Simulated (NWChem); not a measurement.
Molecule: C2H4BFO2; SMILES C1COB(F)O1

```xyz
10

F      0.0000     0.0000    -2.0862
B      0.0000     0.0000    -0.7694
O     -0.0492    -1.1443    -0.0350
C      0.0699    -0.7690     1.3266
C     -0.0699     0.7690     1.3266
O      0.0492     1.1443    -0.0350
H     -0.7104    -1.2671     1.9221
H      1.0507    -1.0980     1.7091
H      0.7104     1.2671     1.9221
H     -1.0507     1.0980     1.7091
```
Atoms are numbered in this order, from 1.

Results from NWChem. Pople sets run with spherical d functions. Coordinates come from a PBE0/def2-SVP optimisation. Ions are spin-unrestricted doublets at the neutral geometry; other ion states weren't tried. Functional: LC-ωPBE (HJS hole) with 6-31G*; rows give the range parameter ω in 1/bohr.

For range parameter (1/bohr) 0.25:

| Item | Result |
|---|---|
| vertical ionisation energy, ΔSCF (eV) | 10.40 |
| −ε(HOMO) (eV) | 9.69 |

How do the values read with range parameter (1/bohr) 0.05 instead?


* **vertical ionisation energy, ΔSCF (eV)**: 9.96
* **−ε(HOMO) (eV)**: 7.19
